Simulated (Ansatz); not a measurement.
Two isomers of CH7BO2Si: A = `C[SiH2]B(O)O`, B = `CO[SiH2]BO`.

Computed with Ansatz on PBE0-D4/def2-TZVP structures; ΔE is electronic, products minus reactants. CBS: MP2 limit from def2 TZ/QZ plus the TZ coupled-cluster correction, frozen cores. Functionals use def2-TZVPP. B3LYP here is the variant with VWN-RPA as its local correlation; programs differ in this. Each species was taken in one conformer, which may not be the lowest.

A:

Z-matrix (Å, degrees):
```
C
Si 1 1.881
H 1 1.093 2 111.0
H 1 1.092 2 111.2 3 -119.7
H 1 1.093 2 111.0 3 120.5
B 2 2.044 1 111.8 3 -60.3
H 2 1.494 1 109.6 3 177.7
H 2 1.494 1 109.6 3 61.8
O 6 1.361 2 123.4 1 179.9
O 6 1.363 2 122.0 1 -0.1
H 9 0.958 6 113.8 2 -0.0
H 10 0.958 6 113.5 2 0.0
```

B:

Z-matrix (Å, degrees):
```
C
O 1 1.408
H 1 1.096 2 111.3
H 1 1.091 2 108.6 3 -119.4
H 1 1.096 2 111.3 3 121.2
Si 2 1.663 1 123.8 3 -61.0
B 6 2.026 2 99.8 1 -180.0
H 6 1.495 2 109.9 1 58.3
H 6 1.495 2 109.9 1 -58.3
O 7 1.348 6 115.1 2 0.0
H 7 1.199 6 127.9 2 -180.0
H 10 0.967 7 111.6 6 -0.0
```

Question: Which isomer does CCSD(T)/CBS put lower? Give the gap. (Best estimate.)

Answer: The calculation gave: A, by 132.9 kJ/mol.

Question: Give E(B) − E(A) in kJ/mol with HF/def2-TZVPP, CCSD(T)/def2-TZVPP, ωB97M-V, B2PLYP, PBE-D4, MP2/def2-TZVPP, B3LYP. (Estimate.)

Answer: The calculation gave: HF/def2-TZVPP 116.2, CCSD(T)/def2-TZVPP 132.4, ωB97M-V 133.6, B2PLYP 128.9, PBE-D4 139.2, MP2/def2-TZVPP 136.9, B3LYP 126.6. None reverses the order clearly.

Largest T1 diagnostic: 0.013.

In def2-TZVPP, CCSD(T) changes the Hartree–Fock value by +16.2 kJ/mol (the triples alone add +1.9 kJ/mol) and MP2 by +20.7 kJ/mol.
